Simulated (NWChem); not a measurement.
MgHCl; SMILES [MgH][Cl]

Results from NWChem. Pople sets run with spherical d functions. Structure relaxed at the B3LYP/6-31G* (spherical d) level. Total energies compare along this basis series because the functional is fixed.

```csv
level,basis functions,energy (Ha),highest occupied level (eV),orbital gap (eV),dipole (D)
Hartree-Fock/STO-3G,19,-652.3566,-8.38,17.53,3.27
Hartree-Fock/3-21G,28,-656.4145,-11.37,12.71,2.65
Hartree-Fock/6-31G*,38,-659.7219,-11.22,12.62,1.85
Hartree-Fock/6-31+G*,46,-659.7231,-11.25,11.77,1.89
Hartree-Fock/6-311G**,58,-659.7633,-11.26,12.41,1.94
Hartree-Fock/6-311++G**,67,-659.7644,-11.25,11.71,1.87
```
